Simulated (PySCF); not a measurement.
**Ge+ (germanium, charge +1) across methods**

[Ar] 3d10 4s1 4p2, high-spin 4P determinant (an excited configuration). Calculation: PySCF 2.14, in x2c-QZVPPall; scalar relativity by spin-free X2C-1e. The B2PLYP total includes its PT2 part (frozen core); its orbital energies are those of the SCF part.

```csv
method,E (hartree),mean ε 3d β (eV),mean ε 4s α (eV),mean ε 4p α (eV),Σ⟨r²⟩ (bohr²),⟨S²⟩
TPSSh,-2098.218,-40.927,-22.559,-13.432,29.43,3.751
r2SCAN0,-2098.215,-43.760,-23.920,-14.343,29.27,3.752
wB97X,-2098.300,-45.508,-25.953,-16.196,29.52,3.751
LDA,-2094.960,-39.772,-21.963,-12.952,29.50,3.751
B2PLYP,-2097.832,-47.210,-24.988,-15.050,29.54,3.751
PBE0,-2097.999,-43.275,-23.457,-14.086,29.46,3.751
PBE,-2097.964,-39.431,-21.778,-12.905,29.57,3.751
UHF,-2096.66606,-53.807,-27.857,-17.156,29.68,3.752
r2SCAN,-2098.244,-40.066,-22.421,-13.286,29.27,3.752
```
